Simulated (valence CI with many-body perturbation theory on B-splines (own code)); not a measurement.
# Mo2+: electric-dipole lines

Method: valence CI with perturbative core correlation (CI+MBPT): four valence electrons over a frozen Dirac-Fock core [Kr], a basis of 7 s, 7 p, 8 d, 6 f, 4 g, 1 h functions for each j, with the one-electron correlation potential Σ1, the two-electron term Σ2, the three-electron term Σ3, Breit, model QED; selected CI, second order for the rest, scaled by the run's own slope (own B-spline code, finite nucleus).

Set against measurement, 67 paired levels are off by 561 cm⁻¹ on average, the worst by 1275. These come from a selection out of Sugar and Musgrove, J. Phys. Chem. Ref. Data 17, 155 (1988). Levels without a partner in it may be off by more, other configurations by 1,000 to 8,000 cm⁻¹. Among the levels kept, up to 470 cm⁻¹ of a level comes from second order outside the variational space, and about a tenth of that is noise between levels of different J, which matters for small intervals.

Lines 301 to 350 of 592 in falling wavelength, among levels below 124753 cm⁻¹, chosen from the strongest by gf and those to the six lowest levels. Wavelengths and rates use the calculated energies, so an error of 600 cm⁻¹ moves a line at 1381 Å by 0.83 % and its rate by three times that or more. Electric multipoles are in the length gauge, E1 and E2 with the static RPA response of the core. Weak lines are less certain than strong ones. Lines between different terms over intervals too small for the method are left out, as are lines whose strength nearly cancels. Where a level lies close to another of its J and parity, the split of strength between their lines is uncertain. The highest levels of a list are the least certain.

Names give the largest LS component (configuration and term), which can be under half, so a name can repeat, a term be missing and a line seem to break the LS rules; names also repeat where a configuration has a term twice. Letters in brackets count levels of one name in rising energy.

```csv
λ vac (Å),λ from measured levels,Upper,Lower,A (s⁻¹),log gf,Branch %
1502,,4d3 5p 3G°_4 [a],4d4 3F_3 [a],1.01e+08,-0.51,14.1
1485,,4d3 5p 3G°_3 [a],4d4 3H_4,2.02e+08,-0.33,28.6
1483,,4d3 5p 3G°_5 [a],4d4 3F_4 [a],1.08e+08,-0.41,14.9
1480,,4d3 5p 3F°_4 [b],4d4 1G_4 [a],8.83e+07,-0.58,8.7
1476,,4d3 5p 3G°_4 [a],4d4 3H_5,1.81e+08,-0.27,25.2
1475,,4d3 5p 1D°_2 [d],4d4 1D_2 [b],2.79e+08,-0.34,35.8
1473,,4d2 5s 5p 5G°_2,4d4 1D_2 [b],1.19e+08,-0.71,27.8
1467,,4d3 5p 3G°_4 [b],4d4 1G_4 [a],7.00e+07,-0.69,5.4
1465,,4d3 5p 3F°_4 [b],4d4 3D_3,6.31e+07,-0.74,6.2
1463,,4d3 5p 3G°_5 [a],4d4 3H_6,1.49e+08,-0.28,20.7
1461,,4d3 5p 1D°_2 [d],4d3 5s 3P_2 [a],1.34e+08,-0.67,17.1
1454,,4d3 5p 3H°_4 [a],4d4 3G_3,1.26e+08,-0.44,27.4
1447,,4d3 5p 3G°_3 [e],4d4 3F_2 [b],6.07e+07,-0.87,8.9
1446,,4d3 5p 1P°_1 [a],4d4 1S_0 [a],1.47e+08,-0.86,11.6
1444,,4d3 5p 1G°_4 [c],4d4 1G_4 [b],4.72e+08,0.12,54.5
1442,,4d3 5p 3H°_5 [a],4d4 3G_4,1.13e+08,-0.41,22.0
1442,,4d3 5p 1P°_1 [a],4d4 1D_2 [a],5.57e+08,-0.28,43.7
1438,,4d3 5p 1F°_3 [b],4d4 1G_4 [b],4.44e+08,-0.02,39.9
1437,,4d3 5p 3G°_4 [d],4d4 3F_3 [b],5.95e+07,-0.78,8.3
1428,,4d3 5p 3H°_4 [b],4d4 3D_3,6.03e+07,-0.78,5.2
1427,,4d3 5p 1F°_3 [a],4d4 1F_3,9.22e+07,-0.71,6.0
1426,,4d3 5p 3G°_5 [d],4d4 3F_4 [b],7.54e+07,-0.60,10.6
1424,,4d3 5p 3D°_3 [g],4d4 3F_4 [b],1.61e+08,-0.47,17.2
1420,,4d3 5p 3H°_6 [a],4d4 3G_5,1.20e+08,-0.33,25.3
1417,,4d3 5p 3D°_1 [e],4d4 3P_0 [b],2.10e+08,-0.72,21.6
1414,,4d3 5p 3D°_2 [e],4d4 3P_1 [b],2.74e+08,-0.39,28.6
1411,,4d3 5p 3D°_2 [e],4d4 3F_3 [b],1.59e+08,-0.63,16.6
1408,,4d3 5p 3D°_3 [g],4d4 3P_2 [b],3.32e+08,-0.16,35.7
1406,,4d3 5p 1G°_4 [a],4d4 1G_4 [a],4.22e+08,0.05,41.4
1404,,4d3 5p 3D°_1 [e],4d4 3P_1 [b],1.63e+08,-0.84,16.8
1397,,4d3 5p 3D°_1 [e],4d4 3F_2 [b],1.73e+08,-0.82,17.8
1395,,4d3 5p 1D°_2 [b],4d4 1F_3,9.71e+08,0.15,69.7
1391,,4d3 5p 3D°_2 [e],4d4 3P_2 [b],9.77e+07,-0.85,10.2
1391,,4d3 5p 3D°_3 [c],4d4 3D_3,7.32e+07,-0.83,7.0
1387,,4d3 5p 1G°_4 [b],4d4 1G_4 [a],1.57e+08,-0.39,21.5
1384,,4d3 5p 3H°_5 [a],4d4 3H_6,8.18e+07,-0.59,15.9
1382,,4d3 5p 3F°_2 [c],4d4 3D_1,9.89e+07,-0.85,8.2
1381,1361,4d3 5p 5G°_3,4d4 5D_3,7.30e+05,-2.84,0.2
1376,,4d3 5p 3G°_4 [b],4d4 3G_4,1.72e+08,-0.36,13.4
1373,1352,4d3 5p 5G°_4,4d4 5D_4,8.18e+05,-2.68,0.2
1373,,4d3 5p 1P°_1 [a],4d4 3D_2,1.85e+08,-0.80,14.5
1371,1350,4d3 5p 5G°_3,4d4 5D_2,7.93e+05,-2.81,0.2
1370,,4d3 5p 3G°_5 [b],4d4 3G_5,6.32e+07,-0.71,5.7
1369,,4d3 5p 5D°_1 [b],4d4 3P_0 [a],5.81e+06,-2.31,1.1
1365,,4d3 5p 5P°_1,4d4 3P_0 [a],1.35e+07,-1.95,1.1
1365,,4d3 5p 3D°_1 [c],4d4 3D_1,5.02e+08,-0.38,42.4
1364,,4d3 5p 3D°_3 [d],4d4 3D_2,7.71e+07,-0.82,6.1
1364,,4d3 5p 3G°_3 [b],4d4 3F_3 [a],1.17e+08,-0.64,11.9
1363,,4d3 5p 3D°_3 [d],4d4 3D_3,2.23e+08,-0.36,17.8
1361,1341,4d3 5p 5G°_4,4d4 5D_3,2.46e+06,-2.21,0.7
```

How does gf follow from A for the line at 1467 Å?

gf = 1.4992 × (2J+1)_upper × A / σ², with σ = 68166 cm⁻¹ and 2J+1 = 9: gf = 0.203.
